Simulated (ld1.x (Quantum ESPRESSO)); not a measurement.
What one change does to a pseudopotential (antimony (Sb), TM semilocal)

antimony (Sb), norm-conserving Troullier–Martins (semilocal form), made with ld1.x (Quantum ESPRESSO) 7.5 (PBE, scalar-relativistic). Core [Kr], reference 4d10 5s2 5p2 (charge +1). Waves: 5p (bound): rc 1.85 bohr; 4d (bound): rc 1.15 bohr; 4f channel at -0.05 Ry: rc 1.60 bohr; 5s (bound): rc 1.60 bohr. Local part: the s channel. Core correction: none.

Change: form changed from semilocal to separable (Kleinman–Bylander), still TM; local potential all-electron potential smoothed inside 1.55 bohr (lloc = -1).

Cutoffs: the cutoffs (Ry, on a coarse ladder) from which the occupation-weighted sum of valence levels, in a spherical-Bessel basis at the reference potential, stays within 10 and 1 mRy of its value at 400 Ry; they do not see the model core or the augmentation charge, which bear on the density cutoff. Errors are all-electron minus pseudo energies relative to the spin-unpolarised reference configuration.

What does the change do?

The potential gets neither clearly harder nor softer (110 Ry and 180 Ry → 110 Ry and 180 Ry); a bound ghost appears in s, which as a rule spoils a file; of the 7 tests that both files solve, the error grows in 5 and shrinks in 2 by more than 15 % and 0.3 meV (median size 4.5 → 3.2 meV); the range in which the s phases agree widens (upper end 1.9 → at the end of the scan); the range in which the p phases agree narrows (upper end 1.4 → -0.4). In the semilocal form every listed channel keeps its own potential, so the choice of the local channel does not act on these tests. It acts once the file is put into the separable form. A semilocal file is local in each channel, so a ghost entry of none says nothing of the separable form that plane-wave codes build from it.

| quantity | base | changed |
| --- | --- | --- |
| cutoff, loose | 110 Ry | 110 Ry |
| cutoff, tight | 180 Ry | 180 Ry |
| bound ghosts | none | s |
| error for 4d10 5s2 5p3, meV [ΔE -8.32 eV] | +4.5 | +8.0 |
| error for 4d10 5s2 5p1, meV [ΔE 15.97 eV] | +0.6 | +3.2 |
| error for 4d10 5s2 5p0, meV [ΔE 40.38 eV] | +12 | +1.8 |
| error for 4d10 5s1 5p3, meV [ΔE 8.73 eV] | +1.1 | +3.2 |
| error for 4d10 5s2 5p3.3, meV [ΔE -9.48 eV] | +6.0 | +11 |
| error for 4d10 5s2 5p2.5, meV [ΔE -5.05 eV] | +2.0 | +3.0 |
| error for 4d9 5s2 5p3, meV [ΔE 32.42 eV] | -157 | -55 |
| s: phases at 1.99 bohr within 0.05 rad from the reference energy up to (Ry; the scan ends near 5) | 1.9 | to the end of the scan |
| p: phases at 1.99 bohr within 0.05 rad from the reference energy up to (Ry; the scan ends near 5) | 1.4 | -0.4 |
| d: phases at 1.99 bohr within 0.05 rad from the reference energy up to (Ry; the scan ends near 5) | to the end of the scan | 1.5 |
| f: phases at 1.99 bohr within 0.05 rad from the reference energy up to (Ry; the scan ends near 5) | 3.9 | 4.2 |

 A true bound ghost makes a file unfit for plane-wave use even where its test errors are small: the radial tests pick states by their node count and pass the ghost by.
